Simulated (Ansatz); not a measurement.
Reaction (germylene formation by 1,1-elimination): `[F][Ge]([F])([SeH])[SeH]` → `[F][Ge][F]` + `[SeH][SeH]`

Gas-phase electronic energies from Ansatz, PBE0-D4/def2-TZVP geometries. CCSD(T)/CBS is the MP2 limit (def2-TZVPP, def2-QZVPP) plus CCSD(T) − MP2 in def2-TZVPP, frozen cores. DFT in def2-TZVPP. B3LYP here is the variant with VWN-RPA as its local correlation; programs differ in this. HSE06 is defined as in plane-wave codes. For Ge, Se outer-core shells are correlated without core-valence functions, which leaves a few kJ/mol of doubt a bond. Scalar relativity is left out up to krypton. Each species was taken in one conformer, which may not be the lowest.

`[F][Ge]([F])([SeH])[SeH]`:

```xyz
7

F    -1.954   -0.851    0.341
Ge   -0.393   -0.244   -0.068
F    -0.609    0.315   -1.687
Se    0.219    1.593    1.213
Se    1.014   -2.081    0.085
H    -0.461    2.488    0.265
H     2.183   -1.220   -0.149
```

`[F][Ge][F]`:

Cartesian coordinates in Å:
```
F -0.265 -0.887 1.002
Ge -0.487 -0.167 -0.571
F 0.752 1.054 -0.431
```

`[SeH][SeH]`:

Cartesian coordinates in Å:
```
Se 0.925 -0.328 0.808
Se -0.082 -0.040 -1.268
H 0.544 0.982 1.361
H -1.387 -0.615 -0.901
```

```json
{"level": "LDA (SPW92)", "ΔE (kcal/mol)": "40.1", "difference from CCSD(T)/CBS": "3.3"}
{"level": "PBE-D4", "ΔE (kcal/mol)": "33.3", "difference from CCSD(T)/CBS": "-3.5"}
{"level": "revPBE-D4", "ΔE (kcal/mol)": "31.9", "difference from CCSD(T)/CBS": "-4.9"}
{"level": "BLYP-D4", "ΔE (kcal/mol)": "26.5", "difference from CCSD(T)/CBS": "-10.3"}
{"level": "r2SCAN-D4", "ΔE (kcal/mol)": "39.7", "difference from CCSD(T)/CBS": "2.9"}
{"level": "B97M-V", "ΔE (kcal/mol)": "37.4", "difference from CCSD(T)/CBS": "0.6"}
{"level": "B3LYP-D4", "ΔE (kcal/mol)": "31.5", "difference from CCSD(T)/CBS": "-5.3"}
{"level": "r2SCANh-D4", "ΔE (kcal/mol)": "40.6", "difference from CCSD(T)/CBS": "3.8"}
{"level": "r2SCAN0-D4", "ΔE (kcal/mol)": "42.1", "difference from CCSD(T)/CBS": "5.3"}
{"level": "HSE06-D4", "ΔE (kcal/mol)": "38.6", "difference from CCSD(T)/CBS": "1.8"}
{"level": "BHLYP-D4", "ΔE (kcal/mol)": "37.5", "difference from CCSD(T)/CBS": "0.7"}
{"level": "CAM-B3LYP-D4", "ΔE (kcal/mol)": "33.7", "difference from CCSD(T)/CBS": "-3.1"}
{"level": "ωB97X-V", "ΔE (kcal/mol)": "37.4", "difference from CCSD(T)/CBS": "0.6"}
{"level": "ωB97M-V", "ΔE (kcal/mol)": "33.9", "difference from CCSD(T)/CBS": "-2.9"}
{"level": "PBE-QIDH", "ΔE (kcal/mol)": "43.1", "difference from CCSD(T)/CBS": "6.3"}
{"level": "revPBE", "ΔE (kcal/mol)": "26.9", "difference from CCSD(T)/CBS": "-9.9"}
{"level": "r2SCAN", "ΔE (kcal/mol)": "39.0", "difference from CCSD(T)/CBS": "2.2"}
{"level": "PBE0", "ΔE (kcal/mol)": "36.2", "difference from CCSD(T)/CBS": "-0.6"}
{"level": "B3LYP", "ΔE (kcal/mol)": "27.3", "difference from CCSD(T)/CBS": "-9.5"}
{"level": "r2SCANh", "ΔE (kcal/mol)": "39.9", "difference from CCSD(T)/CBS": "3.1"}
{"level": "r2SCAN0", "ΔE (kcal/mol)": "41.3", "difference from CCSD(T)/CBS": "4.5"}
{"level": "HSE06", "ΔE (kcal/mol)": "36.4", "difference from CCSD(T)/CBS": "-0.4"}
{"level": "BHLYP", "ΔE (kcal/mol)": "33.5", "difference from CCSD(T)/CBS": "-3.3"}
{"level": "CAM-B3LYP", "ΔE (kcal/mol)": "31.2", "difference from CCSD(T)/CBS": "-5.6"}
{"level": "LC-ωPBE", "ΔE (kcal/mol)": "38.3", "difference from CCSD(T)/CBS": "1.5"}
{"level": "RPA@PBE/def2-TZVPP", "ΔE (kcal/mol)": "35.8", "difference from CCSD(T)/CBS": "-1.0"}
{"level": "HF/def2-SVP", "ΔE (kcal/mol)": "36.9", "difference from CCSD(T)/CBS": "0.1"}
{"level": "MP2/def2-SVP", "ΔE (kcal/mol)": "43.7", "difference from CCSD(T)/CBS": "6.9"}
{"level": "CCSD/def2-SVP", "ΔE (kcal/mol)": "38.4", "difference from CCSD(T)/CBS": "1.6"}
{"level": "CCSD(T)/def2-SVP", "ΔE (kcal/mol)": "38.8", "difference from CCSD(T)/CBS": "2.0"}
{"level": "MP2/def2-TZVPP", "ΔE (kcal/mol)": "43.9", "difference from CCSD(T)/CBS": "7.1"}
{"level": "SCS-MP2/def2-TZVPP", "ΔE (kcal/mol)": "40.0", "difference from CCSD(T)/CBS": "3.2"}
{"level": "CCSD/def2-TZVPP", "ΔE (kcal/mol)": "39.7", "difference from CCSD(T)/CBS": "2.9"}
{"level": "CCSD(T)/def2-TZVPP", "ΔE (kcal/mol)": "40.3", "difference from CCSD(T)/CBS": "3.5"}
{"level": "HF/def2-QZVPP", "ΔE (kcal/mol)": "34.6", "difference from CCSD(T)/CBS": "-2.2"}
{"level": "MP2/def2-QZVPP", "ΔE (kcal/mol)": "41.5", "difference from CCSD(T)/CBS": "4.7"}
{"level": "SCS-MP2/def2-QZVPP", "ΔE (kcal/mol)": "38.0", "difference from CCSD(T)/CBS": "1.2"}
{"level": "HF/CBS(def2)", "ΔE (kcal/mol)": "34.4", "difference from CCSD(T)/CBS": "-2.4"}
{"level": "MP2/CBS(def2)", "ΔE (kcal/mol)": "40.3", "difference from CCSD(T)/CBS": "3.5"}
{"level": "CCSD/CBS(def2)", "ΔE (kcal/mol)": "36.2", "difference from CCSD(T)/CBS": "-0.6"}
{"level": "CCSD(T)/CBS", "ΔE (kcal/mol)": "36.8", "difference from CCSD(T)/CBS": "0"}
```

(1) What do rigid-rotor, harmonic-oscillator terms from PBE0-D4/def2-TZVP frequencies (298.15 K, 1 bar) make of the CCSD(T)/CBS value? (An estimate is asked.)

Largest T1 diagnostic among the species: 0.015.

Results:

(1) Computed: ΔZPE = -1.1 kcal/mol, ΔH = +35.5 kcal/mol, ΔS = 147 J/(mol·K), ΔG = +25.1 kcal/mol.

From BLYP to BHLYP (50 % exact exchange), in def2-TZVPP and without D4, ΔE moves by +12.1 kcal/mol. In def2-TZVPP, CCSD(T) changes the Hartree–Fock value by +4.7 kcal/mol (the triples alone add +0.6 kcal/mol) and MP2 by +8.3 kcal/mol. The D4 term adds +4.2 kcal/mol with B3LYP and +2.3 kcal/mol with PBE0; it sums over pairs of atoms, weighted by their polarisabilities, and B3LYP, whose exchange is more repulsive, gets the larger term.

CCSD(T)/CBS has its own doubt, a few kJ/mol and more with outer-core shells, so smaller differences from it don't rank the levels.
